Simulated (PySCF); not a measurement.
B(Cl)(GeH3)(OMe) (CH₆BClGeO), SMILES CO[B](Cl)[GeH3].

The structure is a stationary point at PBE-D3(BJ)/def2-SVP. One conformer was computed; it need not be the lowest.

Method: PBE/def2-TZVP in PySCF.

Isolated molecule, no solvent.

| Property | Value |
|---|---|
| total energy | -2678.44271 hartree |
| point group | Cs |
| highest occupied level | -6.81 eV |
| lowest empty level | -1.91 eV |
| orbital gap | 4.89 eV |
| dipole moment | 2.38 D |
| quadrupole, principal values (traceless, Buckingham form, about the centre of nuclear charge) | -7.58, 0.40, 7.18 D·Å |
| mean static polarisability | 78.7 bohr³ (11.67 Å³) |
| polarisability, principal values | 61.6, 83.6, 90.9 bohr³ |
